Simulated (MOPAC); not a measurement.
A run for MOPAC: PM3 on BrH3Si (SMILES [SiH3]Br), a point of a bond scan (R = 1.992 Å).

```
PM3 1SCF PRECISE CHARGE=0 THREADS=1
BrH3Si

Si    -1.47702999 1     0.04480750 1     0.01784857 1
Br     0.75715839 1    -0.02296932 1    -0.00914958 1
H     -2.05231962 1     1.90489359 1    -0.40294451 1
H     -1.93688049 1    -0.34876160 1     1.36352309 1
H     -1.98207285 1    -0.89726625 1    -0.99931798 1
```

Program output:

```
*******************************************************************************
 **                                                                           **
 **                              MOPAC v23.2.5                                **
 **                                                                           **
 *******************************************************************************
 ** MOPAC's Digital Object Identifier: https://doi.org/10.5281/zenodo.6511958 **
 **                                                                           **
 ** Please cite the open-source release paper for use of this MOPAC version:  **
 ** J. E. Moussa and J. J. P. Stewart (2026)                                  **
 ** MOPAC: An open-source semiempirical molecular orbital program             **
 ** J. Open Source Softw., 11(119), 8025, https://doi.org/10.21105/joss.08025 **
 *******************************************************************************

                              PM3 CALCULATION RESULTS

 *******************************************************************************
 *  PM3        - The PM3 Hamiltonian to be used
 *
 *
 *
 *                 CHARGE ON SYSTEM = 0
 *
 *
 *
 *  PRECISE    - TIGHTER CRITERIA TO BE USED
 *  1SCF       - DO 1 SCF AND THEN STOP
 *  THREADS=1  - MULTI-THREADING NOT USED
 *  T=         - A TIME OF 172800.0 SECONDS REQUESTED
 *  DUMP=N     - RESTART FILE WRITTEN EVERY 7200.0 SECONDS REQUESTED
 *******************************************************************************
PM3 1SCF PRECISE CHARGE=0 THREADS=1
 BrH3Si

   ATOM   CHEMICAL          X               Y               Z
  NUMBER   SYMBOL      (ANGSTROMS)     (ANGSTROMS)     (ANGSTROMS)

     1      Si         -1.47702999  *   0.04480750  *   0.01784857  *
     2      Br          0.75715839  *  -0.02296932  *  -0.00914958  *
     3       H         -2.05231962  *   1.90489359  *  -0.40294451  *
     4       H         -1.93688049  *  -0.34876160  *   1.36352309  *
     5       H         -1.98207285  *  -0.89726625  *  -0.99931798  *



          CARTESIAN COORDINATES

    NO.       ATOM           X           Y           Z

     1        Si         -1.4770      0.0448      0.0178
     2        Br          0.7572     -0.0230     -0.0091
     3         H         -2.0523      1.9049     -0.4029
     4         H         -1.9369     -0.3488      1.3635
     5         H         -1.9821     -0.8973     -0.9993

  H: (PM3): J. J. P. STEWART, J. COMP. CHEM. 10, 209 (1989).
 Si: (PM3): J. J. P. STEWART, J. COMP. CHEM. 10, 209 (1989).
 Br: (PM3): J. J. P. STEWART, J. COMP. CHEM. 10, 209 (1989).

           Empirical Formula: H3 Si Br  =     5 atoms



      MOLECULAR POINT GROUP   :   Cs


      RHF CALCULATION, NO. OF DOUBLY OCCUPIED LEVELS = 7


 -------------------------------------------------------------------------------
 PM3 1SCF PRECISE CHARGE=0 THREADS=1
 BrH3Si



     1SCF WAS SPECIFIED, SO BFGS WAS NOT USED
     SCF FIELD WAS ACHIEVED


                              PM3 CALCULATION
                                                       MOPAC v23.2.5 Linux




          FINAL HEAT OF FORMATION =         18.64908 KCAL/MOL =      78.02774 KJ/MOL


          COSMO AREA              =        104.35 SQUARE ANGSTROMS
          COSMO VOLUME            =         92.20 CUBIC ANGSTROMS

          IONIZATION POTENTIAL    =         10.747195 EV
          HOMO LUMO ENERGIES (EV) =        -10.747 -1.384
          NO. OF FILLED LEVELS    =          7
          MOLECULAR WEIGHT        =        111.0132         POINT GROUP:  Cs

          MOLECULAR DIMENSIONS (Angstroms)

            Atom       Atom       Distance
            H     3   Br     2     3.43000
            H     5    H     4     2.42609
           Br     2    H     4     2.07243


          SCF CALCULATIONS        =          1





   ATOM   CHEMICAL          X               Y               Z
  NUMBER   SYMBOL      (ANGSTROMS)     (ANGSTROMS)     (ANGSTROMS)

     1      Si         -1.47702999  *   0.04480750  *   0.01784857  *
     2      Br          0.75715839  *  -0.02296932  *  -0.00914958  *
     3       H         -2.05231962  *   1.90489359  *  -0.40294451  *
     4       H         -1.93688049  *  -0.34876160  *   1.36352309  *
     5       H         -1.98207285  *  -0.89726625  *  -0.99931798  *

                             CARTESIAN COORDINATES

   1   Si       -1.477029990     0.044807500     0.017848570
   2   Br        0.757158390    -0.022969320    -0.009149580
   3    H       -2.052319620     1.904893590    -0.402944510
   4    H       -1.936880490    -0.348761600     1.363523090
   5    H       -1.982072850    -0.897266250    -0.999317980


           Empirical Formula: H3 Si Br  =     5 atoms



      MOLECULAR POINT GROUP   :   Cs


                  EIGENVALUES
 -18.85531 -16.12804 -13.10536 -13.06591 -12.49760 -11.25961 -10.74719  -1.38427
   0.04237   1.26928   1.78092


              NET ATOMIC CHARGES AND DIPOLE CONTRIBUTIONS

  ATOM NO.   TYPE          CHARGE      No. of ELECS.   s-Pop       p-Pop
    1         Si           0.626164        3.3738     0.99709     2.37675
    2         Br          -0.353515        7.3535     1.85514     5.49837
    3          H          -0.046875        1.0469     1.04688
    4          H          -0.112887        1.1129     1.11289
    5          H          -0.112887        1.1129     1.11289
 DIPOLE           X         Y         Z       TOTAL
 POINT-CHG.    -3.141     0.420    -0.038     3.169
 HYBRID         0.281    -0.352     0.076     0.457
 SUM           -2.860     0.068     0.039     2.861


          ATOMIC ORBITAL ELECTRON POPULATIONS

     Atom    s        px        py        pz
    1 Si   0.99709   0.63499   0.87521   0.86654
    2 Br   1.85514   1.51960   1.98778   1.99099
    3  H   1.04688
    4  H   1.11289
    5  H   1.11289

 **********************
 *                    *
 * JOB ENDED NORMALLY *
 *                    *
 **********************




 == MOPAC DONE ==
```

The run finished.

Cost: very roughly 0.03 core-seconds.
